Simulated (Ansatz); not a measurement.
Ansatz (an electronic-structure program) input (CCSD(T)/aug-cc-pV(D+d)Z):
A basis named .json is the Basis Set Exchange file of that set.

Ansatz 0.2 input:
```yaml
crystal:
  periodic: [false, false, false]
  atoms:
    - {symbol: Si, position_ang: [0.71247826, 0.20059103, -0.71774957]}
    - {symbol: C, position_ang: [2.28534425, -0.57686590, 0.13161672]}
    - {symbol: F, position_ang: [1.05057334, 1.80020275, -0.24878589]}
    - {symbol: N, position_ang: [-0.47429064, -0.25536830, 0.58565615]}
    - {symbol: Si, position_ang: [-2.10028121, -0.64392963, 0.30084199]}
    - {symbol: H, position_ang: [2.23040290, -1.67093250, 0.10815323]}
    - {symbol: H, position_ang: [3.20732618, -0.27625223, -0.37821064]}
    - {symbol: H, position_ang: [2.36376730, -0.25821710, 1.18170412]}
    - {symbol: H, position_ang: [-0.18835994, -0.17259187, 1.55692562]}
    - {symbol: H, position_ang: [-2.79291669, -0.87854306, 1.61124505]}
    - {symbol: H, position_ang: [-2.32792410, -1.88866851, -0.49398610]}
    - {symbol: H, position_ang: [-2.91024553, 0.39889419, -0.39934559]}
basis:
  gaussian:
    orbitals: aug-cc-pV_D+d_Z.json
total_charge: -1
magnetization: {spin_polarized: false}
correlation: {method: ccsd_t, electrons: outside_noble_gas}
output: {forces: true}
```

Output:

```
Functional definition: HF
integrals: 0.95 GiB planned
1956 factors; integrals over basis functions are off by at most 1.2e-3 eV
mean field: 1.25 GiB planned
mean field evaluation 1: about -21053.4700 eV, gradient 3.4e1 eV
mean field evaluation 2: about -21053.5333 eV, gradient 3.4e1 eV
mean field evaluation 4: about -21056.9377 eV, gradient 4.5e0 eV
mean field evaluation 8: about -21057.0262 eV, gradient 3.2e-1 eV
mean field evaluation 16: about -21056.1761 eV, gradient 1.7e1 eV
mean field -21057.02707050 eV, -773.8314718753 hartree, gradient 3.3e-6 eV, S^2 0.000000; 0 other end points of the search recorded, 0 dependent functions left out
13 core orbitals not correlated
reference -21057.02707050 eV, -773.8314718753 hartree; 16, 16 occupied and 167, 167 virtual orbitals, 1956 factors
densities: 5.55 GiB planned
second order -20.81899433 eV of doubles, -0.00000000 eV of singles
coupled cluster: 2.86 GiB planned
cycle   1  -21.60727040 eV  change   -7.9e-1 eV  update   1.2e-1
cycle   2  -22.20217570 eV  change   -5.9e-1 eV  update   3.8e-2
cycle   3  -22.36160611 eV  change   -1.6e-1 eV  update   2.2e-2
cycle   4  -22.35644010 eV  change    5.2e-3 eV  update   5.6e-3
cycle   5  -22.35179804 eV  change    4.6e-3 eV  update   3.2e-3
cycle   6  -22.35213161 eV  change   -3.3e-4 eV  update   1.3e-3
cycle   7  -22.35215188 eV  change   -2.0e-5 eV  update   6.5e-4
cycle   8  -22.35195004 eV  change    2.0e-4 eV  update   2.4e-4
cycle   9  -22.35196179 eV  change   -1.2e-5 eV  update   1.1e-4
cycle  10  -22.35202615 eV  change   -6.4e-5 eV  update   4.3e-5
cycle  11  -22.35198818 eV  change    3.8e-5 eV  update   1.8e-5
cycle  12  -22.35198683 eV  change    1.3e-6 eV  update   7.8e-6
cycle  13  -22.35199122 eV  change   -4.4e-6 eV  update   3.4e-6
perturbative correction -0.72367535 eV, -0.0265945785 hartree
the calculation of the forces begins
Total energy: -21080.10273707 eV, -774.6794869805 hartree
Atom 0 at     0.712478     0.200591    -0.717750 Å, force     0.095129    -0.482044    -0.441301 eV/Å
Atom 1 at     2.285344    -0.576866     0.131617 Å, force    -0.309850     0.184007    -0.212719 eV/Å
Atom 2 at     1.050573     1.800203    -0.248786 Å, force     0.124734     0.624134     0.167566 eV/Å
Atom 3 at    -0.474291    -0.255368     0.585656 Å, force     0.354752     0.047999     0.042395 eV/Å
Atom 4 at    -2.100281    -0.643930     0.300842 Å, force    -0.691293    -0.169167    -0.082249 eV/Å
Atom 5 at     2.230403    -1.670932     0.108153 Å, force    -0.028284    -0.503844    -0.013312 eV/Å
Atom 6 at     3.207326    -0.276252    -0.378211 Å, force     0.422732     0.131565    -0.228488 eV/Å
Atom 7 at     2.363767    -0.258217     1.181704 Å, force     0.003037     0.152423     0.458261 eV/Å
Atom 8 at    -0.188360    -0.172592     1.556926 Å, force     0.131593     0.032021     0.340530 eV/Å
Atom 9 at    -2.792917    -0.878543     1.611245 Å, force    -0.050068    -0.014405     0.098595 eV/Å
Atom 10 at    -2.327924    -1.888669    -0.493986 Å, force    -0.001397    -0.095589    -0.068513 eV/Å
Atom 11 at    -2.910246     0.398894    -0.399346 Å, force    -0.051083     0.092901    -0.060766 eV/Å
Dipole moment:    -0.216000    -0.215423     0.628291 e Å
```

It need not be the lowest isomer of its formula. Whether it binds its extra electron was not tested at this geometry.
